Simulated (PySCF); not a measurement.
`C[P@H](=[Se])CP`. Level of theory: PBE0-D3(BJ)/def2-SVP geometry optimisation, gas phase (PySCF).

```
atom  x, y, z in Å
C1     2.0180    0.0931   -0.4431
P2     0.4964    0.5660    0.4407
Se3    0.5817    0.3572    2.5224
C4    -0.8529   -0.3500   -0.3921
P5    -2.5837    0.0617    0.1636
H6     2.2398   -0.9565   -0.2051
H7     1.9037    0.2210   -1.5303
H8     2.8449    0.7163   -0.0755
H9     0.2653    1.8899   -0.0345
H10   -0.7790   -0.1959   -1.4816
H11   -0.6832   -1.4210   -0.1935
H12   -2.2895    0.0488    1.5622
H13   -2.4571    1.4833    0.0610
```

(1) What is the longest distance between nuclei?

(2) Work out the bond lengths C1–H6, P2=Se3, P2–H9, C4–P5 in Å.

(3) What are the angles H7–C1–H8, P2–C1–H7, C1–P2–H9, C1–P2–C4, P2–C4–H10, P5–C4–H10?

(4) Where is the centre of mass (commonest isotopes), and what is the radius of gyration?

(5) How far apart are these pairs, which share no bond: C1···P5, C1···H12, P5···H6, P5···H11, H9···H13?

(6) How far are the heavy atoms from their best plane (unweighted least squares)?

(7) What is the repulsion energy of the bare nuclei, Σ ZA·ZB/RAB?

(8) Give the dihedral angles H10–C4–P5–H13, H8–C1–P2–H9, H8–C1–P2–Se3, H8–C1–P2–C4, H6–C1–P2–Se3, C1–P2–C4–H11.

(9) Write the matrix of distances between heavy atoms (Å, lower triangle).

Answers

(1) P5···H8, 5.47 Å; the next longest distance is 5.43 Å.

(2) For C1–H6 the difference vector is (0.2218, -1.0496, 0.2380) Å, of length 1.0989 Å. C1–H6 1.099; P2=Se3 2.094; P2–H9 1.425; C4–P5 1.864 Å.

(3) From the scalar product of the two bond vectors; for H7–C1–H8 it is -0.4145 Å² over 1.1006 × 1.0988 Å², cos θ = -0.3427. H7–C1–H8 110.0°; P2–C1–H7 111.2°; C1–P2–H9 102.4°; C1–P2–C4 105.4°; P2–C4–H10 109.3°; P5–C4–H10 109.0°.

(4) Mass 173.927 u; centre at (-0.018, 0.269, 1.198) Å; Rg = √(Σ m r²/M) = 1.894 Å. As Ia + Ib + Ic = 2 Σ m r², the three principal moments sum to 1248.1 u·Å².

(5) C1···P5 4.642 Å (3 bonds apart); C1···H12 4.752 Å (4 bonds apart); P5···H6 4.944 Å (4 bonds apart); P5···H11 2.437 Å (2 bonds apart); H9···H13 2.754 Å (4 bonds apart).

(6) 0.237 Å rms; C1 0.04, P2 0.38, Se3 0.15, C4 0.31, P5 0.12 Å (magnitudes).

(7) 517.53 Eh over 78 pairs, with full nuclear charges and distances in bohr; the largest single term is 128.89 Eh (P2 with Se3).

(8) H10–C4–P5–H13 -74° (synclinal); H8–C1–P2–H9 67° (synclinal); H8–C1–P2–Se3 -59° (synclinal); H8–C1–P2–C4 172° (antiperiplanar); H6–C1–P2–Se3 58° (synclinal); C1–P2–C4–H11 66° (synclinal). Dihedral signs follow IUPAC: positive where, seen along the central bond, the front bond turns clockwise onto the rear one.

(9) 
```
C1    0.000
P2    1.822  0.000
Se3   3.306  2.094  0.000
C4    2.905  1.831  3.325  0.000
P5    4.642  3.133  3.959  1.864  0.000
```

PBE0-D3(BJ)/def2-SVP frequencies: not computed here. The numbers are those of one conformer.
